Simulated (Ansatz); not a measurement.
Br2Hg, triplet, at a GFN2-xTB geometry (such geometries of metal compounds can be far from the true shape) (a higher spin typed on purpose: for a closed-shell molecule this is an excited state) (core potentials on Hg); PBE/def2-SVP run with Ansatz (an electronic-structure program).

Input for Ansatz:
Ansatz 0.2 input:
```yaml
crystal:
  periodic: [false, false, false]
  atoms:
    - {symbol: Hg, position_ang: [0.93291155, 0.23510093, 0.18600654]}
    - {symbol: Br, position_ang: [-1.24373165, 1.56232255, -1.63638007]}
    - {symbol: Br, position_ang: [-0.88863761, -2.09969611, 1.21122227]}
basis:
  gaussian:
    orbitals: def2-SVP
    final_grid: {core_spheres: 14, valence_spheres: 28, degree: 59}
hamiltonian:
  xc: pbe
magnetization: {spin_polarized: true, initial_magnetization: 2}
```

What the program printed (banner, timings and long lists left out):

```
Functional definition: PBE
1003 factors; their error is unknown
mean field evaluation 1: about -144229.8563 eV, gradient 1.4e1 eV
mean field evaluation 2: about -144224.9050 eV, gradient 2.9e1 eV
mean field evaluation 4: about -144231.5239 eV, gradient 2.5e0 eV
mean field evaluation 8: about -144231.5448 eV, gradient 1.5e0 eV
mean field evaluation 16: about -144231.4488 eV, gradient 1.5e-2 eV
mean field evaluation 32: about -144231.4488 eV, gradient 7.6e-6 eV
mean field evaluation 64: about -144231.3830 eV, gradient 2.8e-1 eV
mean field evaluation 96: about -144231.2552 eV, gradient 3.0e0 eV
mean field evaluation 128: about -144231.4456 eV, gradient 6.1e-1 eV
mean field evaluation 160: about -144231.4488 eV, gradient 1.6e-6 eV
mean field -144231.44883138 eV, -5300.4079809660 hartree, gradient 1.6e-6 eV, S^2 2.002049; 15 other end points of the search recorded, 0 dependent functions left out
reference -144231.44886354 eV, -5300.4079821479 hartree; 46, 44 occupied and 50, 52 virtual orbitals, 1003 factors
Total energy: -144231.44886354 eV, -5300.4079821479 hartree
```
